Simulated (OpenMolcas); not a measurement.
W3+: effect of the IPEA shift

```yaml
Program: OpenMolcas
Basis: ANO-RCC-VTZP [8s7p5d3f2g1h]
Scalar_Hamiltonian: DKH2, point nucleus
Active_space: 3 electrons in 5 orbitals (5d)
State_averaging: 2S+1 = 4 even, 10 roots; 2S+1 = 2 even, 40 roots
Spin-orbit_coupling: state interaction with AMFI integrals over the reference wave functions, term energies averaged over their components
```

Methods on the same reference wave functions:
A. CASSCF
B. MS-CASPT2, IPEA 0 Eh, imaginary shift 0.1 Eh (closed shells correlated: 5s 5p)
C. MS-CASPT2, IPEA 0.25 Eh, imaginary shift 0.1 Eh (closed shells correlated: 5s 5p)

Energies in eV above 5d3 4F 3/2, the measured ground level; measured values from the list in J. Phys. B 45, 035001 (2012).

```csv
Level,A,B,C,Measured
5d3 4F 3/2,0.0000,0.0000,0.0000,0.0000
5d3 4F 5/2,0.4164,0.460,0.451,0.4386
5d3 4F 7/2,0.8330,0.869,0.862,0.8362
5d3 4F 9/2 [72 %],1.1975,1.186,1.188,1.1476
5d3 4P 1/2 [51 %],1.8365,1.465,1.529,
5d3 2G 7/2,2.2205,1.955,1.999,1.8921
5d3 2H 9/2 [51 %],2.2943,2.116,2.130,
5d3 4P 5/2,2.4135,2.222,2.240,2.1313
5d3 2P 1/2 [51 %],2.9223,2.333,2.406,
5d3 2H 11/2,3.1094,2.911,2.918,2.7553
5d3 2D 5/2(1),3.4164,2.963,3.054,2.8227
5d3 2F 7/2,4.3306,3.751,3.821,3.5227
5d3 2F 5/2,4.3487,3.752,3.821,3.4638
5d3 2D 5/2(2),6.5115,5.762,5.785,5.3669
5d3 2D 3/2(2),6.5463,5.793,5.827,
```

Deviations, from unrounded energies. A percentage is the sum of absolute deviations over the sum of measured energies, with the sign that they share, or ± where signs differ.

```
                        Against measurement  Levels      A     B     C
             mean absolute deviation (cm-1)      10   3600  1200  1400
      fine structure of the ground term (%)       3   ±3.1  +3.8  +3.3
other terms of the ground configuration (%)       7  +20.0  +6.2  +7.7
```

B lies closest to measurement on these levels and A furthest from it. The largest miss of B in the table is 5d3 2D 5/2(2), by +3200 cm-1. The ranking rests on the paired levels alone, and a cruder setting can come out closer through cancelling errors.

Between B and C the level of the table that moves most is 5d3 2D 5/2(1), by 730 cm-1 (lowest in B, highest in C). Moves below CASPT2's spread within the term are not significant.

The mean deviations of B to C differ by less than CASPT2's widest spread within a term (800 cm-1), so their order carries little weight.

From A to B the spin-free energies of the other terms of 5d3 shown, above 4F, scale by factors of 0.57 to 0.87.

The lowest spin-free term lies below A's lowest term by 0.248 hartree in B, 0.241 hartree in C.

CASPT2 does not keep the components of a term degenerate, so their means are used; among the terms shown or strongly mixed into the levels shown the widest spread is 800 cm-1 (5d3 2H, B). Over all roots computed the reference weight is 0.90 to 0.96 in B; the roots of lowest weight are the least certain, and an intruder state may touch them. The CASPT2 spread within a term exceeds the gap to the next term for 5d3 2P and 5d3 2G, 5d3 2D(1) and 5d3 2H, so the order of their levels is uncertain (figures for B; the like holds for C). Without dynamic correlation excited terms often stand tens of per cent too high (terms of higher spin than the ground term too low), and those without a measured partner can miss by more than the paired ones (holds for A). Some levels mix across a computed gap that differs much from the measured one, so their mixing is not that of the real levels (holds for A). Measured partners are found by configuration, term and J. A level has none where our copy of the source lacks it or the pairing is in doubt (some pairs that miss far off the trend of their configuration count as doubtful), and it then counts in no deviation. Only configurations of the active space appear. Levels that lie high or do not pair safely by name in every column are left out.

A share in square brackets marks a mixed level and gives the weight of the term that names it, the lowest over the columns. A number in round brackets counts repeated terms of one configuration in the order of the reference energies.
